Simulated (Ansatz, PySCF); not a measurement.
This Ansatz (a first-principles code) input computes a PBE0/def2-TZVPD energy:

Ansatz 0.2 input:
```yaml
crystal:
  periodic: [false, false, false]
  atoms:
    - {symbol: Cl, position_ang: [-0.00000000, -0.00000000, -1.70646592]}
    - {symbol: I, position_ang: [0.00000000, 0.00000000, 0.54735699]}
basis:
  gaussian:
    orbitals: def2-TZVPD
hamiltonian:
  xc: {name: PBE0}
total_charge: 1
magnetization: {spin_polarized: true, initial_magnetization: 1}
output: {forces: true}
```

Q: Write an input for the same energy in PySCF and say what it gives.

A: 
```python
from pyscf import gto, scf, dft

mol = gto.M(
    atom='''
    Cl   -0.00000000   -0.00000000   -1.70646592
    I     0.00000000    0.00000000    0.54735699
    ''',
    basis='def2-tzvpd',
    ecp='def2-tzvp',
    charge=1,
    spin=1,
    symmetry='C2v',
    verbose=4,
)

mf = dft.UKS(mol, xc='pbe0').density_fit(auxbasis='def2-universal-jkfit')
mf.grids.level = 3
mf.conv_tol = 1e-9
mf.max_cycle = 100
mf.max_memory = 1500
mf.kernel()
if not mf.converged:
    mf = mf.newton()
    mf.kernel(mf.make_rdm1())
mf.analyze()
```
It gives -757.40710 Eh, and Ansatz -757.40709 Eh, a difference of 0.01 mEh.
